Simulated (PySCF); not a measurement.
# Ionisation energy of Mo⁶⁺ by level of theory

Mo⁶⁺ [Kr] (1S) → Mo⁷⁺ [Ar] 3d10 4s2 4p5 (2P), as a difference of total energies. All numbers are calculated (PySCF 2.14, the spin-free X2C one-electron Hamiltonian (Gaussian nucleus), in an uncontracted even-tempered set (22 s from 0.14 bohr⁻², ratio 2.5; 15 p from 0.18 bohr⁻², ratio 2.5; 10 d from 0.33 bohr⁻², ratio 2.5; 5 f from 2.7 bohr⁻², ratio 2.7; 5 g from 4 bohr⁻², ratio 2.7)). The calculations carry no spin-orbit coupling.

| method | ionisation energy (eV) |
| --- | --- |
| UHF | 125.25 |
| MN15 | 126.49 |
| M06-2X | 126.30 |

The reference lies between the lowest fine-structure levels, while these numbers refer to the centres of the terms.

For comparison: 125.64 eV (semi-empirical (NIST evaluation); NIST Atomic Spectra Database, ionization energies).
